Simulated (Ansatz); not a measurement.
Computed with Ansatz on PBE0-D4/def2-TZVP structures; ΔE is electronic, products minus reactants. CCSD(T)/CBS adds triple-zeta CCSD(T) − MP2 to the extrapolated MP2 energy (def2 sets, frozen cores). This one scheme is used for every species. DFT in def2-TZVPP. B3LYP here is the variant with VWN-RPA as its local correlation; programs differ in this. For Ge outer-core shells are correlated without core-valence functions, which leaves a few kJ/mol of doubt a bond. Scalar relativity is left out up to krypton. Each species was taken in one conformer, which may not be the lowest.

`C=[CH][GeH2][SiH3]` + `CCBS` → `CCBS[SiH3]` + `C=[CH][GeH3]`  (cleavage of the Si–Ge bond)

```
          level  ΔE (eV)
      r2SCAN-D4    -0.31
            PBE    -0.24
          B3LYP    -0.29
CCSD/def2-TZVPP    -0.32
```

Question: What does CCSD(T)/CBS give? (Estimate.)

Answer: Computed: -0.34 eV. The listed levels differ from it by 0.03, 0.10, 0.05, 0.02 eV.

Largest T1 diagnostic among the species: 0.012.

In def2-TZVPP, CCSD(T) changes the Hartree–Fock value by +0.10 eV (the triples alone add +0.00 eV) and MP2 by +0.03 eV. From PBE to PBE0 (25 % exact exchange), in def2-TZVPP and without D4, ΔE moves by −0.04 eV.
